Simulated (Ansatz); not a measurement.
`C[SiH2]C(=O)[SiH3]` at its PBE0-D4/def2-TZVP geometry, where that method's forces vanish. Total charge 0; spin multiplicity 1.

| atom | x (Å) | y (Å) | z (Å) |
| --- | --- | --- | --- |
| C1 | 1.150 | 0.531 | 2.056 |
| Si2 | -0.130 | 0.713 | 0.718 |
| C3 | 0.135 | -0.667 | -0.620 |
| O4 | 1.031 | -1.472 | -0.460 |
| Si5 | -0.996 | -0.784 | -2.193 |
| H6 | 1.023 | 1.291 | 2.831 |
| H7 | 1.075 | -0.455 | 2.519 |
| H8 | 2.153 | 0.627 | 1.636 |
| H9 | -0.049 | 2.026 | 0.018 |
| H10 | -1.522 | 0.567 | 1.229 |
| H11 | -2.410 | -0.919 | -1.751 |
| H12 | -0.869 | 0.485 | -2.959 |
| H13 | -0.589 | -1.944 | -3.023 |

Task: For each bond, give half the difference of the two atoms' forces along it (eV/Å; positive pushes the atoms apart) under PBE-D4, r2SCAN-D4, B3LYP-D4, ωB97M-V in def2-TZVPP. (Estimate.)

Result: Ansatz gave: 
| bond | length (Å) | PBE-D4 | r2SCAN-D4 | B3LYP-D4 | ωB97M-V |
| --- | --- | --- | --- | --- | --- |
| C1–Si2 | 1.861 | 0.02 | 0.00 | 0.12 | 0.06 |
| C1–H6 | 1.092 | 0.10 | -0.01 | -0.05 | -0.04 |
| C1–H7 | 1.092 | 0.11 | -0.01 | -0.05 | -0.05 |
| C1–H8 | 1.092 | 0.11 | -0.01 | -0.04 | -0.05 |
| Si2–C3 | 1.940 | -0.16 | -0.07 | -0.03 | -0.05 |
| Si2–H9 | 1.490 | 0.06 | -0.03 | -0.10 | -0.12 |
| Si2–H10 | 1.490 | 0.06 | -0.02 | -0.10 | -0.12 |
| C3–O4 | 1.215 | 0.91 | 0.47 | 0.32 | 0.30 |
| C3–Si5 | 1.941 | -0.16 | -0.06 | 0.00 | -0.03 |
| Si5–H11 | 1.488 | 0.07 | -0.02 | -0.07 | -0.10 |
| Si5–H12 | 1.488 | 0.07 | -0.02 | -0.07 | -0.10 |
| Si5–H13 | 1.483 | 0.08 | -0.03 | -0.08 | -0.12 |

B3LYP here is the variant with VWN-RPA as its local correlation; programs differ in this.
